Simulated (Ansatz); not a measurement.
`[OH][Zr]([OH])([OH])[SeH]` + `CC(C)N` → `CC(C)[NH][Zr]([OH])([OH])[OH]` + H₂Se  (ligand exchange at a Zr–Se bond)

Program: Ansatz. Geometries: PBE0-D4/def2-TZVP. ΔE: electronic, gas phase. CBS: MP2 limit from def2 TZ/QZ plus the TZ coupled-cluster correction, frozen cores. DFT in def2-TZVPP. HSE06 is defined as in plane-wave codes. def2 core potentials past Kr. For Se, Zr outer-core shells are correlated without core-valence functions, which leaves a few kJ/mol of doubt a bond. Scalar relativity is left out up to krypton. One conformer a species, not always the lowest.

CCSD(T)/CBS gives +47.6 kJ/mol.

Another level gave +53.7 kJ/mol. Which?
A. HF/def2-TZVPP
B. HSE06/def2-TZVPP
C. r2SCAN0-D4/def2-TZVPP
D. PBE-D4/def2-TZVPP

C. r2SCAN0-D4 53.7, HF/def2-TZVPP 66.2, HSE06 57.7, PBE-D4 46.3 kJ/mol.

Largest T1 diagnostic among the species: 0.015.

From r2SCAN to r2SCAN0 (25 % exact exchange), in def2-TZVPP and without D4, ΔE moves by +4.4 kJ/mol. At CCSD(T), def2-SVP lies −13.0 kJ/mol from the extrapolated value and def2-TZVPP −2.7 kJ/mol.

CCSD(T)/CBS has its own doubt, a few kJ/mol and more with outer-core shells, so smaller differences from it don't rank the levels.
